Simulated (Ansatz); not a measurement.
One change: `O[Si](F)(Cl)Br` becomes `C[Si](O)(Cl)Br`.

Ansatz, PBE0-D4/def2-TZVP geometries, multiplicity 1. Each molecule was computed in one conformer, which needn't be the lowest.

Scalar relativity is left out up to krypton.

```tsv
property	`O[Si](F)(Cl)Br`
size of the dipole moment (PBE/def2-TZVPP) / D	1.63
size of the dipole moment (ωB97M-V/def2-TZVPP) / D	1.71
LUMO energy (B3LYP/def2-TZVPP) / eV	-0.42
HOMO energy (B3LYP/def2-TZVPP) / eV	-8.72
HOMO–LUMO gap (PBE/def2-TZVPP) / eV	6.58
HOMO energy (ωB97M-V/def2-TZVPP) / eV	-11.22
```

(1) What does the change do to each property? (An estimate is asked.)

## Answers

(1) Computed: 
| property | `C[Si](O)(Cl)Br` | shift |
| --- | --- | --- |
| size of the dipole moment (PBE/def2-TZVPP) / D | 1.09 | -0.54 |
| size of the dipole moment (ωB97M-V/def2-TZVPP) / D | 1.07 | -0.64 |
| LUMO energy (B3LYP/def2-TZVPP) / eV | 0.09 | 0.51 |
| HOMO energy (B3LYP/def2-TZVPP) / eV | -8.21 | 0.51 |
| HOMO–LUMO gap (PBE/def2-TZVPP) / eV | 6.59 | 0.01 |
| HOMO energy (ωB97M-V/def2-TZVPP) / eV | -10.71 | 0.51 |

The zero-point energy changes by 89.7 kJ/mol with +9 modes. Dipoles are sizes alone; their direction can turn.

B3LYP here is the variant with VWN-RPA as its local correlation; programs differ in this.

Spin–orbit coupling is left out; it splits and shifts lone-pair levels of the heavy atoms by tenths of an eV.
